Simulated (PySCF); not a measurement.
**Spinor energies of Fe¹⁰⁺ (iron, charge +10)**

Start: [Ne] 3s2 3p4; 3p1/2 filled at m_j = -1/2, +1/2; 3p3/2 filled at m_j = +1/2, +3/2. Calculated with PySCF 2.14 in an uncontracted even-tempered set (20 s from 0.64 bohr⁻², ratio 2.4; 14 p from 0.83 bohr⁻², ratio 2.4; 5 d from 4.8 bohr⁻², ratio 2.6; 4 f from 7.2 bohr⁻², ratio 2.6): generalised Hartree-Fock with the X2C-1e Hamiltonian and a Gaussian nucleus; one run each with spin-orbit coupling (SO) switched off, then screened by Boettger's factors.

```
spinor shell  electrons  ε, spin-free (eV)  ε, screened SO (eV)  weight of nominal j (screened SO)  rms radius, screened SO (bohr)
       1s1/2          2            -7439.0              -7438.8                              1.000                          0.0675
       2s1/2          2            -1144.2              -1144.0                              1.000                           0.286
       2p1/2          2            -1009.9              -1019.4                              0.990                           0.256
       2p3/2          4            -1009.9              -1005.0                              0.995                           0.259
       3s1/2          2            -333.44              -333.40                              1.000                           0.774
       3p3/2          2            -294.60              -296.11                              0.797                           0.784
       3p1/2          2            -294.60              -293.41                              0.719                           0.784
```

| quantity | spin-free | screened SO |
| --- | --- | --- |
| E (hartree) | -1232.99937 | -1233.05393 |
| M_J | 2 | 2 |
| ⟨J²⟩ | 6.003 | 6.005 |
| ⟨L²⟩ | 2.002 | 2.176 |
| ⟨S²⟩ | 2.001 | 1.915 |

Each row is a mean over spinors that exchange with the open shell spreads, by up to 14.417 eV (3s1/2).

Rows whose weight is well below 1 are mixtures of j = l ± 1/2: exchange outweighs spin-orbit coupling there, and the label is only the starting occupation.

Without spin-orbit coupling the j labels of p, d and f shells carry no meaning; the spin-free column gives the mean over the occupied spinors of each nl shell.
